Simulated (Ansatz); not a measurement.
Energy difference R1 → P1 + P2, each structure at its B3LYP-D3(BJ)/def2-TZVP stationary point, reached from a drawn start (curvature not checked).
R1, F3Si (SMILES F[Si](F)F) (charge 0, multiplicity 2):
```xyz
4

Si     0.000     0.000    -0.426
F      1.483     0.000     0.142
F     -0.741     1.284     0.142
F     -0.741    -1.284     0.142
```
P1, F2Si (SMILES F[Si]F) (charge 0, multiplicity 1, Z-matrix in Å and degrees):
```
Si
F 1 1.6089
F 1 1.6089 2 100.73
```
P2: F atom, charge 0, multiplicity 2.

P less R. No zero-point or thermal terms; singlets are restricted closed shells; open shells are unrestricted; no spin–orbit coupling.

Correlated levels freeze the cores.

Programs: Ansatz (Gaussian orbitals). All values are computed, each at the level named.

```tsv
level	reaction energy (eV)
HF/cc-pV(D+d)Z	3.283
SVWN5/def2-TZVPP	5.479
r2SCAN/def2-TZVPP	4.938
B3LYP/def2-TZVPP	4.509
PBE0/def2-TZVPP	4.650
wB97M-V/def2-TZVPP	4.430
SCS-MP2/cc-pV(T+d)Z	…
CCSD/cc-pV(T+d)Z	…
CCSD(T)/cc-pV(D+d)Z	…
```

Q: Fill in the missing entries.

A: 
- SCS-MP2/cc-pV(T+d)Z, reaction energy (eV): 4.700
- CCSD/cc-pV(T+d)Z, reaction energy (eV): 4.457
- CCSD(T)/cc-pV(D+d)Z, reaction energy (eV): 3.873

Ansatz is an electronic-structure program.
